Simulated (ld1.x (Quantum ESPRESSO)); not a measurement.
**Building the TM potential for zinc (Zn) (PBE, scalar-relativistic).**

zinc, norm-conserving Troullier–Martins (Kleinman–Bylander form), made with ld1.x (Quantum ESPRESSO) 7.5 (PBE, scalar-relativistic). Core [Ne], reference 3s2 3p6 3d10 4s2 4p0. Waves: 3s (bound): rc 0.75 bohr; 3d (bound): rc 1.20 bohr; 3p (bound): rc 0.90 bohr. Local part: the p channel. Core correction: none.

Occupied shells without a wave of their own: 4s. They enter only through the test configuration that unscreens the potential.

All-electron outer shells of the reference configuration (PBE, scalar-relativistic, ld1.x):

```tsv
shell	level (eV)	outermost node (bohr)	outermost maximum (bohr)
2s	-1158.33	0.07	0.19
2p	-1004.03	–	0.15
3s	-129.23	0.28	0.59
3p	-83.40	0.25	0.59
3d	-10.14	–	0.57
4s	-5.98	0.85	2.09
4p	-1.12	0.92	3.08
```

Problem. Does the generator finish with these settings?

Solution. Yes, a potential is produced.

Problem. Estimate the cutoffs (Ry, on a coarse ladder) from which the occupation-weighted sum of valence levels, in a spherical-Bessel basis at the reference potential, stays within 10 and 1 mRy of its value at 400 Ry.

Solution. 260 Ry and over 300 Ry.

Problem. What does a ghost test show?

Solution. No extra level below or beside the all-electron valence levels (s, d, p, f tested).

Problem. Which valence shell sets the plane-wave cutoff?

Solution. 3s: its level needs 300 Ry to come within 1 mRy, against 230 Ry for 4s.

Problem. Tests: 3s2 3p6 3d10 4s1 4p0; 3s2 3p6 3d10 4s0 4p0; 3s2 3p6 3d9 4s0 4p0; 3s2 3p6 3d10 4s0 4p1; 3s2 3p6 3d10 4s0 4p2; 3s2 3p6 3d9 4s2 4p1; 3s2 3p6 3d8 4s0 4p0. Which has the largest error in its energy relative to the reference configuration, and how large is it?

Solution. 3s2 3p6 3d8 4s0 4p0, with -854 meV (all-electron minus pseudo) on +130.68 eV.
